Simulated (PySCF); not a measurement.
# Electron correlation in Ni²⁺ (nickel, charge +2)

[Ar] 3d7 4p1, one real determinant (an excited configuration). All numbers are calculated (PySCF 2.14, no relativity, point nucleus, in aug-cc-pwCVTZ). Frozen: [Ne]; 16 electrons correlated.

MP2 pair energies summed by pair of shells (mhartree):

```tsv
pair	energy	share (%)
3p-3d	-245.25	38.5
3d-3d	-194.19	30.5
3p-3p	-76.58	12.0
3s-3d	-51.17	8.0
3s-3p	-39.81	6.3
3d-4p	-16.76	2.6
3p-4p	-6.63	1.0
3s-3s	-5.49	0.9
3s-4p	-0.78	0.1
```

Total MP2 correlation energy: -636.66 mhartree.

Same-spin part -204.43 and opposite-spin part -432.24 mhartree; SCS-MP2 scales them by 1/3 and 6/5 to -586.83 mhartree.

The reference is one real determinant that mixes LS terms of this configuration.
